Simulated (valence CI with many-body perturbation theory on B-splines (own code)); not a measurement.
Values are calculated unless marked as measured or tabulated.
Tc XXXIX: what the settings do

Method: relativistic CI+MBPT: three valence electrons over a frozen Dirac-Fock core [He], a basis of 6 s, 6 p, 5 d, 3 f, 1 g functions for each j, with the one-electron correlation potential Σ1 (screened to all orders), the two-electron term Σ2, the three-electron term Σ3, Breit, model QED; selected single and double excitations, second order for the rest, scaled by the run's own slope (own B-spline code, finite nucleus).

The last digits are not significant, and no measured levels were compared; by estimate large intervals hold to a few tenths of a per cent, small ones and those within an open d or f shell to about a per cent.

The reference run has the lowest level (2s^2 2p1/2) J=1/2 and an ionisation energy of 5571.99 eV. Its largest variational space holds 4197 state functions.

Levels are named by their leading jj configuration (3d3/2^4 stands for four electrons in 3d with j = 3/2), which in mixed levels can hold well under half, so a name can repeat and another be missing. Letters in brackets count levels of one name in rising energy.

Changed runs:
A. scale of Σ2 1 → 0.5
B. core polarisation of operators on → off
C. scale of Σ1 1 → 0; scale of Σ2 1 → 0; three-electron term on → off
D. logarithmic knot step 0.27 → 0.8 (bad on purpose)

Excitation energies of the reference run in cm⁻¹, and shifts in cm⁻¹:

```csv
Level,Reference,A,B,C,D
(2s 2p1/2^2) J=1/2,928925,+205,0,+2202,+70
(2s^2 2p3/2) J=3/2,1067940,-6.0,0,-418,+5.6
(2s 2p1/2 2p3/2) J=3/2 [a],1730710,+119,0,+1478,+72
(2s 2p1/2 2p3/2) J=5/2,1924390,+216,0,+1800,+75
(2s 2p1/2 2p3/2) J=3/2 [b],2243030,+631,0,+2902,+78
(2s 2p1/2 2p3/2) J=1/2,2281530,+1115,0,+3973,+78
(2s 2p3/2^2) J=5/2,2951590,+229,0,+1471,+80
(2p1/2^2 2p3/2) J=3/2,3284910,+1373,0,+6227,+137
(2s 2p3/2^2) J=1/2,3403840,+323,0,+1984,+86
(2s 2p3/2^2) J=3/2,3413420,+1157,0,+3627,+84
(2p1/2 2p3/2^2) J=3/2,4174730,+1368,0,+5800,+141
(2p1/2 2p3/2^2) J=5/2,4302790,+1208,0,+5468,+144
Ionisation energy (eV),5571.99,+0.035,0,-0.26,-0.0022
```

No effect on these energies: B.
